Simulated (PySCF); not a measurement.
**How methods differ on the excitation energy of Al²⁺**

Al²⁺ [Ne] 3s1 (2S) → Al²⁺ [Ne] 3p1 (2P), as a difference of total energies. Computed with PySCF 2.14 in dyall-acv3z, with no relativity, point nucleus. Correlated levels: valence and next inner shell: 1s2 frozen; virtual orbitals above 40 to 60 times the deepest correlated orbital energy dropped. The calculations carry no spin-orbit coupling.

```csv
method,excitation energy (cm⁻¹)
UHF,52607
LDA,50787
PBE,49590
PBE0,50365
r2SCAN,49346
TPSSh,49113
B97-3,49815
r2SCAN0,50461
MP2 (valence and next inner shell),53568
SCS-MP2 (valence and next inner shell),53342
```

A first-order spin-orbit estimate (lowest level to lowest level, LS coupling) adds -0.015 eV.
